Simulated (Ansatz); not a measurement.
Job for Ansatz (a quantum-chemistry and plane-wave program): R-B3LYP/def2-TZVPP on BeH3N (SMILES [BeH][NH2]), atoms moved off the minimum.

Ansatz 0.2 input:
```yaml
crystal:
  periodic: [false, false, false]
  atoms:
    - {symbol: Be, position_ang: [-0.65233242, -0.21153349, -0.82861372]}
    - {symbol: H, position_ang: [-1.34254394, -0.26683698, -1.82853606]}
    - {symbol: N, position_ang: [0.31087270, -0.08693569, 0.62182670]}
    - {symbol: H, position_ang: [0.87651403, -0.47736120, 0.58769206]}
    - {symbol: H, position_ang: [0.46330449, 0.83139663, 0.96222428]}
basis:
  gaussian:
    orbitals: def2-TZVPP
hamiltonian:
  xc: {name: B3LYP}
scf: {lower_state_search: off}
output: {forces: true}
```

It printed:

```
WARN ansatz: RAYON_NUM_THREADS=1 ignored (pool sized by the plan → 1); use --threads N
Functional definition: B3LYP
these checks for a lower state are left out or cut short: stability, starts, cluster_reference, orbital_swaps, neighbouring_geometries, increment
integrals: 0.01 GiB planned
473 factors; their error is unknown
mean field: 0.18 GiB planned
mean field evaluation 1: about -1924.2451 eV, gradient 8.1e1 eV
mean field evaluation 2: about -1881.9788 eV, gradient 1.3e2 eV
mean field evaluation 4: about -1936.1563 eV, gradient 3.0e0 eV
mean field evaluation 8: about -1936.1801 eV, gradient 2.0e-2 eV
mean field evaluation 16: about -1936.1805 eV, gradient 1.1e-5 eV
mean field -1936.18046908 eV, -71.1533198484 hartree, gradient 1.5e-6 eV, S^2 0.000000; 0 other end points of the search recorded, 0 dependent functions left out
the calculation of the forces begins
reference -1936.18068706 eV, -71.1533278592 hartree; 7, 7 occupied and 85, 85 virtual orbitals, 473 factors
Total energy: -1936.18068706 eV, -71.1533278592 hartree
Atom 0 at    -0.652332    -0.211533    -0.828614 Å, force     2.956989     0.531554     4.727673 eV/Å
Atom 1 at    -1.342544    -0.266837    -1.828536 Å, force    -1.244823    -0.162220    -1.779280 eV/Å
Atom 2 at     0.310873    -0.086936     0.621827 Å, force   -39.432850    24.888213    -1.642708 eV/Å
Atom 3 at     0.876514    -0.477361     0.587692 Å, force    37.632060   -25.802373    -1.650984 eV/Å
Atom 4 at     0.463304     0.831397     0.962224 Å, force     0.088624     0.544825     0.345298 eV/Å
Dipole moment:     0.136102     0.087483    -0.073642 e Å
Checks for a lower state left out: stability, starts, cluster_reference, orbital_swaps, neighbouring_geometries, increment
```

The run converged.

Cost: roughly 1.0 core-seconds.
